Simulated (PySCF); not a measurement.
A structure optimised at PBE-D3(BJ)/def2-SVP, used in a PySCF frequency run:

```
C
C 1 1.5063
H 2 1.1001 1 117.46
H 2 1.1022 3 114.74 1 144.15
C 1 1.5063 2 60.53 3 -107.57
H 5 1.1001 1 117.46 2 107.57
H 5 1.1022 6 114.74 1 -144.15
C 1 1.5093 2 121.36 3 141.60
H 8 1.1085 1 110.84 2 156.01
H 8 1.1085 9 108.33 1 -121.81
H 8 1.1088 9 108.32 10 -117.29
Cl 1 1.7967 2 116.33 3 -0.79
```
Charge 0, spin multiplicity 1.

Q: Write its SMILES, formula and point group.

A: CC1(Cl)CC1, C4H7Cl, Cs

Q: What are its rotational constants (standard atomic weights)?

A: 5.6295, 3.4148, 2.6106 GHz
